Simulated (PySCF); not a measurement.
**Complete the spectrum of C5H7FOSi**

Compound: C₅H₇FOSi.
SMILES with atom numbers: `[F:1][C:2]1=[CH:3][SiH2:4][O:5][CH:6]=[CH:7][CH2:8]1` (hydrogens: H9 on C3; H10, H11 on Si4; H12 on C6; H13 on C7; H14, H15 on C8)

Geometry (GFN2-xTB, Å), atoms numbered from 1 in this order:
```
atom  x, y, z in Å
F1    -1.221   -2.311   -0.893
C2    -0.456   -1.352   -0.309
C3     0.844   -1.294   -0.549
Si4    1.862    0.104    0.181
O5     1.007    1.491    0.073
C6    -0.282    1.759   -0.203
C7    -1.320    0.955   -0.016
C8    -1.234   -0.427    0.578
H9     1.276   -2.028   -1.212
H10    3.042    0.377   -0.630
H11    2.159   -0.131    1.597
H12   -0.412    2.755   -0.612
H13   -2.297    1.312   -0.300
H14   -0.736   -0.372    1.551
H15   -2.236   -0.831    0.722
```

Method: TDDFT PBE0/def2-SVPD, vertical, gas phase, core orbitals frozen in the response in PySCF 2.14.0, density-fitted response routines.

Lowest singlets, with some entries withheld (?).

| state | λ (nm) | f | main configurations (H = HOMO, L = LUMO) |
| --- | --- | --- | --- |
| S1 | 241.4 | 0.014 | H→L (98%) |
| S2 | 205.7 | 0.013 | H→L+1 (76%), H-1→L (14%) |
| S3 | 199.7 | 0.015 | H-1→L (47%), H→L+2 (45%) |
| S4 | 187.9 | 0.048 | H-1→L+1 (58%), H→L+2 (12%), H-1→L (10%) |
| S5 | ? | 0.0092 | H→L+3 (86%) |
| S6 | ? | 0.097 | H-1→L+1 (34%), H→L+2 (18%), H→L+5 (15%) |
| S7 | ? | 0.077 | H→L+4 (55%), H→L+5 (19%), H→L+2 (10%) |
| S8 | ? | 0.0070 | H-2→L (82%) |

Q: What stands in place of each question mark?

A: 
- S5: λ = 186.5 nm
- S6: λ = 183.8 nm
- S7: λ = 176.7 nm
- S8: λ = 174.5 nm

Q: How far apart are S2 and S8, in eV and cm⁻¹?

A: 7.105 − 6.028 = 1.077 eV, or about 8690 cm⁻¹.

Q: Where do the lowest triplets lie (Tamm–Dancoff)?

A: T1 4.10 eV, H-1→L (45%), H→L (31%), H→L+1 (11%); T2 4.20 eV, H→L+1 (44%), H-1→L (27%), H→L+2 (16%); T3 5.11 eV, H→L (66%), H-1→L (16%), H→L+1 (13%). E(S1) − E(T1) = +1.03 eV.

Q: What is the mean static polarisability from the same response equations?

A: 82.4 au (12.21 Å³), with principal values 65.8, 81.1 and 100.2 au.

The run took 2.1 min (with the writing of density and orbital grids) on Intel Xeon at 2.50 GHz, one thread, no GPU, on a shared host, and the process peaked at 0.89 GiB of memory.

One conformer stands for the species.
